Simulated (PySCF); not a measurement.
# Bond curve of CaH⁺

Set-up: Ca pcseg-1, H pcseg-1; no relativity (PySCF 2.14). Energies in eV from Ca⁺ + H in their ground configurations at the same level. State: ¹Σ⁺ (singlet), closed shell.

All columns are r²SCAN0. A positive dipole points towards H; it is taken about the centre of mass and depends on that origin.

```
R (Å)  E (eV)  μ (D)  Mulliken charge on Ca (basis-dependent)  HOMO (eV)  LUMO (eV)  Mayer bond order  ⟨S²⟩
1.613  -1.925  -4.41                                     1.15     -12.25      -6.17              0.98  0.00
1.688  -2.128  -4.64                                     1.13     -12.15      -6.23              0.98  0.00
1.763  -2.246  -4.84                                     1.12     -12.04      -6.30              0.98  0.00
1.820  -2.291  -4.98                                     1.12     -11.96      -6.36              0.98  0.00
1.876  -2.304  -5.11                                     1.11     -11.86      -6.41              0.99  0.00
1.932  -2.291  -5.22                                     1.11     -11.77      -6.46              0.99  0.00
2.007  -2.240  -5.37                                     1.11     -11.63      -6.54              0.99  0.00
2.101  -2.134  -5.53                                     1.12     -11.47      -6.63              0.99  0.00
2.214  -1.962  -5.70                                     1.13     -11.28      -6.74              0.98  0.00
2.364  -1.684  -5.88                                     1.14     -11.03      -6.89              0.98  0.00
```

A fit through these points gives, at Re = 1.874 Å, μ = -5.10 D and dμ/dR = -2.20 D/Å; the reduced mass is 0.983 u.

How strong is the fundamental in the double-harmonic approximation, I = 42.26·(dμ/dR)²/μred km/mol?

I = 42.26·(-2.20)²/0.983 = 208 km/mol at r²SCAN0.

For an ion De counts to the pair picked by the measured ionisation energies or electron affinities, which need not be the lowest pair at this level.
